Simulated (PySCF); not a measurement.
# Two-component Hartree-Fock for Ag²⁺ (silver, charge +2)

Start: [Kr] 4d9; 4d3/2 filled at m_j = -3/2, -1/2, +1/2, +3/2; 4d5/2 filled at m_j = -3/2, -1/2, +1/2, +3/2, +5/2. Calculated with PySCF 2.14 in x2c-QZVPPall-2c (13s12p9d4f2g, 140 functions): generalised Hartree-Fock with the X2C-1e Hamiltonian and a Gaussian nucleus; one run each with spin-orbit coupling (SO) switched off, then screened by Boettger's factors.

```json
{"spinor shell": "1s1/2", "electrons": "2", "ε, spin-free (eV)": "-25668.9", "ε, screened SO (eV)": "-25667.1", "weight of nominal j (screened SO)": "1.000", "rms radius, screened SO (bohr)": "0.0357"}
{"spinor shell": "2s1/2", "electrons": "2", "ε, spin-free (eV)": "-3885.2", "ε, screened SO (eV)": "-3884.6", "weight of nominal j (screened SO)": "1.000", "rms radius, screened SO (bohr)": "0.146"}
{"spinor shell": "2p1/2", "electrons": "2", "ε, spin-free (eV)": "-3480.2", "ε, screened SO (eV)": "-3601.7", "weight of nominal j (screened SO)": "1.000", "rms radius, screened SO (bohr)": "0.127"}
{"spinor shell": "2p3/2", "electrons": "4", "ε, spin-free (eV)": "-3480.2", "ε, screened SO (eV)": "-3424.1", "weight of nominal j (screened SO)": "1.000", "rms radius, screened SO (bohr)": "0.131"}
{"spinor shell": "3s1/2", "electrons": "2", "ε, spin-free (eV)": "-767.98", "ε, screened SO (eV)": "-767.80", "weight of nominal j (screened SO)": "1.000", "rms radius, screened SO (bohr)": "0.392"}
{"spinor shell": "3p1/2", "electrons": "2", "ε, spin-free (eV)": "-631.58", "ε, screened SO (eV)": "-653.75", "weight of nominal j (screened SO)": "1.000", "rms radius, screened SO (bohr)": "0.387"}
{"spinor shell": "3d3/2", "electrons": "4", "ε, spin-free (eV)": "-417.12", "ε, screened SO (eV)": "-421.03", "weight of nominal j (screened SO)": "0.999", "rms radius, screened SO (bohr)": "0.374"}
{"spinor shell": "3d5/2", "electrons": "6", "ε, spin-free (eV)": "-417.12", "ε, screened SO (eV)": "-414.32", "weight of nominal j (screened SO)": "0.999", "rms radius, screened SO (bohr)": "0.377"}
{"spinor shell": "4s1/2", "electrons": "2", "ε, spin-free (eV)": "-138.91", "ε, screened SO (eV)": "-138.86", "weight of nominal j (screened SO)": "1.000", "rms radius, screened SO (bohr)": "0.976"}
{"spinor shell": "4p1/2", "electrons": "2", "ε, spin-free (eV)": "-97.006", "ε, screened SO (eV)": "-101.44", "weight of nominal j (screened SO)": "0.987", "rms radius, screened SO (bohr)": "1.05"}
{"spinor shell": "4p3/2", "electrons": "4", "ε, spin-free (eV)": "-97.006", "ε, screened SO (eV)": "-94.892", "weight of nominal j (screened SO)": "0.994", "rms radius, screened SO (bohr)": "1.08"}
{"spinor shell": "4d3/2", "electrons": "4", "ε, spin-free (eV)": "-36.143", "ε, screened SO (eV)": "-36.773", "weight of nominal j (screened SO)": "0.909", "rms radius, screened SO (bohr)": "1.40"}
{"spinor shell": "4d5/2", "electrons": "5", "ε, spin-free (eV)": "-36.143", "ε, screened SO (eV)": "-35.652", "weight of nominal j (screened SO)": "0.927", "rms radius, screened SO (bohr)": "1.42"}
```

(1) Where does 3p3/2 lie, and what is the 3p spin-orbit splitting (screened SO)?

```tsv
quantity	spin-free	screened SO
E (hartree)	-5311.43793	-5312.43354
M_J	5/2	5/2
⟨J²⟩	8.759	8.760
⟨L²⟩	6.008	6.022
⟨S²⟩	0.752	0.765
```

Each row is a mean over spinors that exchange with the open shell spreads, by up to 5.502 eV (4p3/2).

Breit and QED terms are absent; they matter most for the inner s and p1/2 levels.

Densities and radii are taken from the X2C orbitals without a picture-change correction, which distorts them close to the nucleus.

Without spin-orbit coupling the j labels of p, d and f shells carry no meaning; the spin-free column gives the mean over the occupied spinors of each nl shell.

## Answers

(1) At -621.26 eV, 32.496 eV above 3p1/2.
